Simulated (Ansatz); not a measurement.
Gas-phase reaction R1 → P1 + P2, each structure at its B3LYP-D3(BJ)/def2-TZVP stationary point, reached from a drawn start (curvature not checked).
R1, C2H4 (SMILES C=C) (charge 0, multiplicity 1):
```xyz
6

C     -0.6611    -0.0392    -0.0047
C      0.6611     0.0392     0.0047
H     -1.2848     0.8354     0.1353
H     -1.1749    -0.9815    -0.1527
H      1.2848    -0.8354    -0.1353
H      1.1749     0.9815     0.1527
```
P1, C2H3 (SMILES [CH]=C) (charge 0, multiplicity 2):
| atom | x (Å) | y (Å) | z (Å) |
|---|---|---|---|
| C | -0.4681 | 0.0707 | 0.0130 |
| C | 0.8168 | 0.2772 | 0.0065 |
| H | -0.8908 | -0.9341 | -0.0537 |
| H | -1.1864 | 0.8828 | 0.0853 |
| H | 1.7284 | -0.2966 | -0.0512 |
P2: H atom, charge 0, multiplicity 2.

P less R. No zero-point or thermal terms; singlets are restricted closed shells; open shells are unrestricted.

Correlated levels freeze the cores.

Programs: Ansatz (Gaussian orbitals). Each number belongs to the level named beside it.

**Question.** Predict the reaction energy from HF/cc-pVDZ.

**Answer.** 376 kJ/mol

**Question.** Estimate the reaction energy that wB97M-V/def2-TZVPP returns for this input.

**Answer.** 494 kJ/mol

**Question.** Give the reaction energy at the level MP2/cc-pVTZ.

**Answer.** 510 kJ/mol

Doubts at one or more of the structures used: a spin-contaminated determinant (HF/cc-pVDZ, MP2/cc-pVTZ).

Ansatz is a first-principles code.
